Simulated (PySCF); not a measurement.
An equivalent PySCF input for As⁺ (arsenic, charge +1), [Ar] 3d10 4s2 4p2, high-spin 3P determinant, with the spin-free X2C one-electron Hamiltonian (Gaussian nucleus):

```python
from pyscf import gto, scf, dft, mp, cc
import basis_set_exchange as bse
mol = gto.M(atom="As 0 0 0", charge=1, spin=2, symmetry="D2h",
            basis=gto.basis.parse(bse.get_basis("x2c-SVPall", elements=["As"], fmt="nwchem", header=False)),
            nucmod="G")
mf = dft.UKS(mol, xc="MN15").sfx2c1e()
mf.irrep_nelec = {'Ag': (6, 6), 'B1g': (1, 1), 'B2g': (1, 1), 'B3g': (1, 1), 'B1u': (3, 2), 'B2u': (3, 2), 'B3u': (2, 2)}
mf.kernel()
```

It reaches the same state as the run whose output follows, with an energy that differs only through the grid. The run itself started from symmetry-adapted Hartree-Fock orbitals and held the occupation by maximum overlap, on a logarithmic radial grid, so the iterations belong to that start.

```
SCF conv_tol = 1e-09
number electrons alpha = 17  beta = 15
XC functionals = MN15
    H. S. Yu, X. He, S. L. Li, and D. G. Truhlar.,  Chem. Sci. 7, 5032-5051 (2016)
    H. S. Yu, X. He, S. L. Li, and D. G. Truhlar.,  Chem. Sci. 7, 5032-5051 (2016)
cycle= 1 E= -2261.31144591223  delta_E= -0.0099  |g|= 0.163  |ddm|= 0.149
cycle= 2 E= -2261.31232549214  delta_E= -0.00088  |g|= 0.142  |ddm|= 0.118
cycle= 3 E= -2261.31526106987  delta_E= -0.00294  |g|= 0.00119  |ddm|= 0.0562
cycle= 4 E= -2261.31526186567  delta_E= -7.96e-07  |g|= 0.00014  |ddm|= 0.00144
cycle= 5 E= -2261.31526187371  delta_E= -8.04e-09  |g|= 8.81e-06  |ddm|= 0.000159
cycle= 6 E= -2261.31526187373  delta_E= -1.46e-11  |g|= 2.55e-07  |ddm|= 6.39e-06
converged SCF energy = -2261.31526187373  <S^2> = 2.0024728  2S+1 = 3.0016481
```
